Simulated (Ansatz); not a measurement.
`N[C](=O)[GeH2][Cl]` + `O[SiH2]F` → `F[SiH2][O][GeH2][Cl]` + `NC=O`  (ligand exchange at a Ge–C bond)

Isolated molecules relaxed with PBE0-D4/def2-TZVP in Ansatz; ΔE leaves out vibrations. CCSD(T)/CBS is the MP2 limit (def2-TZVPP, def2-QZVPP) plus CCSD(T) − MP2 in def2-TZVPP, frozen cores. This one scheme is used for every species. DFT in def2-TZVPP. B3LYP here is the variant with VWN-RPA as its local correlation; programs differ in this. For Ge outer-core shells are correlated without core-valence functions, which leaves a few kJ/mol of doubt a bond. Scalar relativity is left out up to krypton. One conformer a species, not always the lowest.

| level | ΔE (kJ/mol) | difference from CCSD(T)/CBS |
| --- | --- | --- |
| PBE-D4 | -43.0 | 14.9 |
| r2SCAN-D4 | -54.0 | 3.9 |
| PBE0-D4 | -51.6 | 6.3 |
| B3LYP-D4 | -57.7 | 0.2 |
| ωB97X-V | -60.8 | -2.9 |
| ωB97M-V | -57.6 | 0.3 |
| B2PLYP | -60.6 | -2.7 |
| PBE | -42.7 | 15.2 |
| r2SCAN | -53.9 | 4.0 |
| PBE0 | -51.2 | 6.7 |
| B3LYP | -57.3 | 0.6 |
| HF/def2-TZVPP | -86.9 | -29.0 |
| MP2/def2-TZVPP | -60.8 | -2.9 |
| SCS-MP2/def2-TZVPP | -66.7 | -8.8 |
| CCSD/def2-TZVPP | -65.0 | -7.1 |
| CCSD(T)/def2-TZVPP | -60.9 | -3.0 |
| HF/def2-QZVPP | -88.9 | -31.0 |
| MP2/def2-QZVPP | -59.8 | -1.9 |
| SCS-MP2/def2-QZVPP | -65.9 | -8.0 |
| HF/CBS(def2) | -89.2 | -31.3 |
| MP2/CBS(def2) | -57.8 | 0.1 |
| CCSD/CBS(def2) | -61.9 | -4.0 |
| CCSD(T)/CBS | -57.9 | 0 |

Largest T1 diagnostic among the species: 0.016.

In def2-TZVPP, CCSD(T) changes the Hartree–Fock value by +25.9 kJ/mol (the triples alone add +4.0 kJ/mol) and MP2 by +26.0 kJ/mol. From PBE to PBE0 (25 % exact exchange), in def2-TZVPP and without D4, ΔE moves by −8.5 kJ/mol.
